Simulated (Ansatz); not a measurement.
The cluster Sn₂Te, relaxed as a singlet with RKS r2SCAN-D4/def2-SVP in Ansatz, starting from the GFN2-xTB geometry. Force threshold 0.02 eV/Å.

In the def2 sets Sn, Te take a core potential; there is no spin–orbit coupling. The structure comes from a short search, and lower isomers may exist.

Start:

```xyz
3

Sn   -1.289    0.511    0.817
Sn    1.224    0.975   -0.378
Te    0.064   -1.486   -0.439
```

Question: Estimate the energy that the relaxation releases and the steps that it takes.

Answer: 0.06 eV, in 5 steps; 9 s on 4 threads of Arm Neoverse V2 on a shared host. No frequencies were taken in this run, so the end may be a saddle point.

Question: Does the start keep its bonding and symmetry?

Answer: By distances, no bond broke or formed. The bond that changes most is Sn1–Te3, from 2.72 to 2.77 Å (atoms count from 1). Point group Cs at the start, C2v at the end, both within 0.05 Å.

Question: Predict the relaxed structure.

Answer: 
```xyz
3

Sn   -1.344    0.508    0.845
Sn    1.279    0.991   -0.402
Te    0.065   -1.499   -0.443
```
Bond lengths (bridged metal pairs left out): 2 × Sn–Te 2.77 Å.
